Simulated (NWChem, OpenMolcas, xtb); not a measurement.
## A ladder of methods for GaPH4 (SMILES [PH2][GaH2])

GaPH4 has 6 atoms, charge 0, and is taken as a singlet. SMILES: `[PH2][GaH2]`. The shape comes from GFN2-xTB, which is rough for such elements, and wasn't checked as a minimum.

Each level gives the dipole moment (D). The values are calculated.

| level | kind | program | value (D) | CPU time |
| --- | --- | --- | --- | --- |
| GFN2-xTB | semi-empirical | xtb | 1.56 | under 2 s |
| GFN0-xTB | semi-empirical | xtb | 1.25 | under 2 s |
| GFN1-xTB | semi-empirical | xtb | 1.21 | under 2 s |
| HF/STO-3G | Hartree–Fock | OpenMolcas | 0.75 | 3.6 s |
| HF/3-21G | Hartree–Fock | NWChem | 1.08 | 4.8 s |
| HF/def2-SVP | Hartree–Fock | OpenMolcas | 0.61 | 4.8 s |
| HF/cc-pVTZ | Hartree–Fock | OpenMolcas | 0.53 | 22 s |
| r2SCAN/def2-TZVP | meta-GGA | OpenMolcas | 0.56 | 51 s |
| r2SCAN/pcseg-2 | meta-GGA | OpenMolcas | 0.59 | 80 s |
| B3LYP/6-31G* (spherical functions) | global hybrid | OpenMolcas | 0.68 | 15 s |

All-electron rows without a relativistic Hamiltonian named are non-relativistic. The values span 0.53 to 1.56 D. Magnitudes only: a small dipole may point the other way at some levels. Sets without polarisation functions give poor dipoles. Without the sets that lack polarisation functions the rows with a basis span only 0.53 to 0.68 D. CPU times are rough (shared hosts, several kinds of processor): they show what a rung costs within a factor of a few.
